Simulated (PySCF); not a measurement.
C5H7F, SMILES F[C@H]1C=CCC1.

Geometry: PBE-D3(BJ)/def2-SVP. The structure was generated by enumeration; whether it is a known compound was not checked. One conformer was computed; it need not be the lowest.

All values below come from TDDFT-LC-ωPBE/def2-SVPD run with PySCF 2.14.0.

Vertical excitations. Gas-phase values at a fixed geometry.

Computed excitation energies, oscillator strengths and character:
| state | energy (eV) | λ (nm) | f | main pairs |
|---|---|---|---|---|
| S1 | 7.11 | 174 | 0.268 | HOMO→LUMO 95 % |
| S2 | 7.88 | 157 | 0.021 | HOMO→LUMO+1 85 % |
| S3 | 8.13 | 153 | 0.000 | HOMO−1→LUMO 80 % |
| S4 | 8.75 | 142 | 0.008 | HOMO−5→LUMO 34 %, HOMO−3→LUMO 33 %, HOMO−2→LUMO 6 %, HOMO−1→LUMO 6 % |
| S5 | 8.81 | 141 | 0.014 | HOMO→LUMO+2 48 %, HOMO→LUMO+3 26 % |
| S6 | 8.83 | 140 | 0.040 | HOMO→LUMO+3 35 %, HOMO→LUMO+2 20 %, HOMO→LUMO+4 19 %, HOMO−2→LUMO 7 % |
| S7 | 9.01 | 138 | 0.023 | HOMO−2→LUMO 69 %, HOMO→LUMO+2 11 % |
| S8 | 9.28 | 134 | 0.000 | HOMO−4→LUMO 52 %, HOMO−5→LUMO 24 %, HOMO−3→LUMO 8 % |
| S9 | 9.39 | 132 | 0.020 | HOMO→LUMO+4 54 %, HOMO→LUMO+5 14 %, HOMO→LUMO+3 9 % |
| S10 | 9.72 | 128 | 0.038 | HOMO→LUMO+5 44 %, HOMO→LUMO+7 23 %, HOMO→LUMO+6 8 % |
| T1 | 4.03 | 307 | 0 | HOMO→LUMO 85 % |
| T2 | 7.62 | 163 | 0 | HOMO−1→LUMO 69 % |
| T3 | 7.68 | 161 | 0 | HOMO→LUMO+1 79 % |
| T4 | 8.21 | 151 | 0 | HOMO−5→LUMO 42 %, HOMO−3→LUMO 33 % |
Triplets are in the Tamm–Dancoff approximation, which puts them higher than full response would, so one can lie above its singlet here.
